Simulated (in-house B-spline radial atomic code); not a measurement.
RPA and G0W0 on CAM-B3LYP: Mg8+

Configuration [He] 2s2, mean-field start CAM-B3LYP. Computed with an all-electron radial atomic-structure program (B-spline basis): all electrons, non-relativistic, point nucleus, each spin shell either full or empty, empty states to l = 9 with an (l + 1/2)⁻⁴ tail; G0W0 by contour deformation at full frequency.

Command:
```bash
python run_gw.py task.json out
```
Settings (radii: box in bohr, nucleus in fm):
```
Z                        12
electrons                4
configuration            [He] 2s2
hamiltonian              nr
method                   camb3lyp
lmax                     9
spin_polarised           False
box_radius               7.7
intervals                45
ion_configuration        [He] 2s1
```

Cost of the run: 1.7 s on 1 thread of Arm Neoverse N1, on a shared host.

Energies (hartree):

```tsv
term	value
mean-field total	-162.05189
Hartree-Fock functional on these orbitals	-161.96425
direct second order	-0.38725
second-order exchange	0.19012
SOSEX correction	0.14746
```

What is the RPA correlation energy, and what remains with SOSEX?

RPA gives -0.30085 hartree (-2.05 eV per electron); RPA + SOSEX gives -0.1534, and the second-order doubles -0.19713 hartree (no singles). SOSEX takes back 49 % of the RPA value.

Quasi-particle levels (eV):

| level | occupied | mean field | Σx - vxc | Σc | QP weight | G0W0 |
| --- | --- | --- | --- | --- | --- | --- |
| 2s | yes | -314.27 | -9.32 | ? | ? | ? |
| 1s | yes | -1588.01 | -57.91 | 5.45 | 0.972 | -1640.46 |
| 2p | no | -280.36 | 15.51 | -1.48 | 0.981 | -266.33 |

G0W0 = mean field + (Σx - vxc) + Σc, with Σc (partial-wave tail included) taken at the quasi-particle energy.

Where does G0W0 put 2s?

At -327.29 eV, with Σc = -3.70 eV and a quasi-particle weight of 0.963. The tabulated removal energy is 327.99 ± 0.04 eV (NIST, semi-empirical); the calculation leaves out relativity, Breit and QED terms, and what these don't explain is the method's own error.

What does it cost to remove one electron (to [He] 2s1) by differences of total energies, each species on its own start (correlation terms add to the Hartree-Fock functional)?

CAM-B3LYP 325.10 eV, Hartree-Fock functional 323.29 eV, + RPA 327.13 eV, + RPA + SOSEX 326.09 eV, + second order 327.24 eV. Tabulated: 327.99 ± 0.04 eV (NIST, semi-empirical); the calculation leaves out relativity, Breit and QED terms, and what these don't explain is the method's own error.
